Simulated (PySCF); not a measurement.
Sb(F)3 cation (F3Sb), SMILES [F][Sb]([F])[F] (connectivity only; charge and spin as stated), charge +1, multiplicity 2. Atoms are numbered in the order given.

```xyz
4

Sb     0.0000     0.0000     0.2590
F     -1.5108    -0.8723    -0.4891
F      0.0000     1.7445    -0.4891
F      1.5108    -0.8723    -0.4891
```
Charge +1, spin multiplicity 2.

Coordinates come from a B3LYP-D3(BJ)/def2-SVP optimisation. The spin state was assumed, not searched. The isomer is the one that the SMILES or the coordinates give; other isomers of the formula were not compared. The def2 effective core potentials stand for the cores of Sb; spin–orbit coupling is left out.

Method: PySCF with B3LYP/def2-TZVPD.

Mulliken values depend strongly on the basis, most of all with diffuse functions as here. ESP charges are fitted to the potential on shells at 1.4 to 2.0 van der Waals radii. Atomic charges (e):

```tsv
atom	ESP fit	Mulliken	Mulliken spin
Sb1	1.49	2.10	0.48
F2	-0.16	-0.37	0.17
F3	-0.17	-0.37	0.17
F4	-0.16	-0.37	0.17
```
